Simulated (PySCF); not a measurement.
# ISe₂⁻: fields on a plane

All numbers come from PBE0/[I def2-SVPD with ECP28, Se def2-SVPD], scalar-relativistic core potentials, density fitting, no spin–orbit coupling, PySCF.

The singlet minimum has I–Se 2.520 Å (×2); Se–I–Se 117.3°.

The plane holds I1 at (0.00, 0.00), Se2 at (2.52, 0.00), Se3 at (-1.16, 2.24) Å. Columns run from x = -3.15 to 4.95 Å, rows from y = 4.65 (top) to -1.95 Å, in steps of 0.3 Å. Other isomers or separated fragments may lie lower. Core electrons replaced by a potential are absent, the electrostatic potential uses the reduced nuclear charge, and values within about 0.7 Å of such atoms have no physical meaning.

Give the electron localisation function (set to 0 where the density is under 0.005 e/Å³). Every second row and column.


```
0.00 0.00 0.00 0.00 0.00 0.00 0.00 0.00 0.00 0.00 0.00 0.00 0.00 0.00
0.00 0.00 0.05 0.18 0.37 0.44 0.28 0.00 0.00 0.00 0.00 0.00 0.00 0.00
0.00 0.10 0.32 0.62 0.81 0.77 0.59 0.15 0.00 0.00 0.00 0.00 0.00 0.00
0.20 0.47 0.54 0.16 0.32 0.87 0.65 0.12 0.00 0.00 0.00 0.00 0.00 0.00
0.46 0.79 0.44 0.45 0.64 0.69 0.44 0.03 0.01 0.24 0.42 0.26 0.00 0.00
0.58 0.82 0.79 0.15 0.15 0.54 0.25 0.06 0.18 0.66 0.74 0.57 0.24 0.00
0.48 0.66 0.71 0.57 0.62 0.57 0.57 0.42 0.50 0.80 0.86 0.77 0.30 0.00
0.00 0.21 0.19 0.36 0.28 0.74 0.37 0.62 0.47 0.28 0.21 0.64 0.29 0.04
0.00 0.02 0.09 0.52 0.25 0.24 0.74 0.55 0.37 0.78 0.73 0.45 0.23 0.02
0.00 0.00 0.14 0.63 0.68 0.26 0.30 0.46 0.62 0.46 0.51 0.69 0.19 0.00
0.00 0.00 0.10 0.46 0.77 0.75 0.49 0.19 0.52 0.84 0.84 0.58 0.17 0.00
0.00 0.00 0.00 0.15 0.32 0.31 0.12 0.06 0.32 0.64 0.63 0.41 0.00 0.00
```

Give the electrostatic potential (V) (cut at 20 V). Lower edges of the bins (V): '0' -5.15, '1' -5.00, '2' -4.77, '3' -4.39, '4' -3.80, '5' -2.86, '6' -1.38, '7' 0.98, '8' 4.71, '9' 10.62; top 20.0.


```
5444444443333444444444455555
4444444433333334444444445555
4444444433222333344444444555
4444555543211223333444444455
4445667664310122333344444445
4456789986420012233333444444
3456899998631011222333344444
3357999999752111112222334444
2357999999853211111112233444
2247999999864322110001233444
2135899999765433221111223344
2114689998776654444443333344
2113467888998765667776544444
3223456899999977799998754444
3333457899999988999999865444
4434457999999998999999975444
4444567999999998999999975444
4444557899999988999999865444
4444556799999977789998755444
4444555678998765567776544444
5544555566777654444444444444
5555555555665544321122333444
5555555555555443321112334444
```

The lowest empty level of this anion is unbound, so it and the gap depend on the basis.
